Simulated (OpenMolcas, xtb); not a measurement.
## How methods differ on CHClFNSi (SMILES FC1=N[SiH]1Cl)

CHClFNSi has 6 atoms, charge 0, and is taken as a singlet. As SMILES, `FC1=N[SiH]1Cl`. The coordinates come from a PBE0-D4/def2-TZVP relaxation.

Quantity: the dipole moment, in D. The values are calculated.

```csv
level,kind,program,value (D),CPU time
GFN1-xTB,semi-empirical,xtb,3.37,under 2 s
HF/6-31G* (spherical functions),Hartree–Fock,OpenMolcas,2.73,11 s
SVWN5/6-31G* (spherical functions),LDA,OpenMolcas,1.87,23 s
PBE/6-31G* (spherical functions),GGA,OpenMolcas,1.80,31 s
revPBE/6-31G* (spherical functions),GGA,OpenMolcas,1.79,31 s
r2SCAN/6-31G* (spherical functions),meta-GGA,OpenMolcas,1.98,40 s
B3LYP/6-31G* (spherical functions),global hybrid,OpenMolcas,2.08,32 s
```

The values span 1.79 to 3.37 D. Magnitudes only. CPU times are rough (shared hosts, several kinds of processor and program).
